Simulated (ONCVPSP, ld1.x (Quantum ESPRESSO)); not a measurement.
**Potentials for molybdenum compared**

Generated with ld1.x 7.5 (TM, RRKJ, ultrasoft, PAW), atompaw 4.2 or ONCVPSP 4.0.1. The cutoff is in Ry: for ld1.x and atompaw files where the sum of valence levels is converged to 10 mRy in a Bessel basis, for ONCV files where the hardest occupied wave has 1 mHa per electron of residual kinetic energy. The error is the largest all-electron minus pseudo excitation energy over each file’s own four to seven test configurations (ionisations up to +4, promotions, holes and added fractions of an electron), all of which were solved. The labels leave out finer settings (local radius, basis sizes, second energies), which also bear on the numbers. Spin-polarised tests are not counted. The rows are a selection from randomly drawn settings: files with unsolved tests, undetermined cutoffs or missed reference levels are left out.

A true bound ghost makes a file unfit for plane-wave use even where its test errors are small: the radial tests pick states by their node count and pass the ghost by.

| potential | cutoff (Ry) | largest error (meV) | bound ghosts |
| --- | --- | --- | --- |
| TM, PBE, scalar-relativistic, rc 2.45/4.20/1.75 (spd), local s, core correction yes, reference 4d5 5s0.5 5p0.5 | 40 | -661 | none |
| ONCV, PBEsol, fully relativistic, rc 1.80/1.30/1.80 (spd), local smoothed, core correction yes, reference 4s2 4p6 4d5 5s1, qcut 4.3/4.6/4, projectors 2/2/2 | 134 | +18 | none |
| ONCV, PBE, scalar-relativistic, rc 1.50/2.05/2.25 (spd), local smoothed, core correction yes, reference 4s2 4p6 4d5, qcut 9/7.8/5.5, projectors 1/1/2 | 53 | +78 | none |
| TM, PBE, non-relativistic, rc 2.25/2.00/1.80 (spd), local smoothed, core correction yes, reference 4p6 4d4 5s0 5p0 | 40 | -21 | s |
| ONCV, PW91, scalar-relativistic, rc 1.65/1.90/2.55 (spd), local smoothed, core correction yes, reference 4s2 4p6 4d5, qcut 6.4/6.2/5.9, projectors 1/3/2 | 35 | +800 | none |

Fill in the row for Mo: ONCV, PBE, fully relativistic, rc 1.85/1.40/1.85 (spd), local smoothed, core correction no, reference 4s2 4p6 4d5 5s0.5, qcut 4.9/6.8/9.6, projectors 2/2/2.

cutoff 43 Ry, largest error -299 meV, bound ghosts: none.

Fill in the row for Mo: ONCV, PBE, fully relativistic, rc 1.95/1.50/1.50 (spd), local d, core correction yes, reference 4s2 4p6 4d5 5s1, qcut 7.6/11.1/6.1, projectors 2/3/0.

cutoff 67 Ry, largest error +4.4 meV, bound ghosts: none.
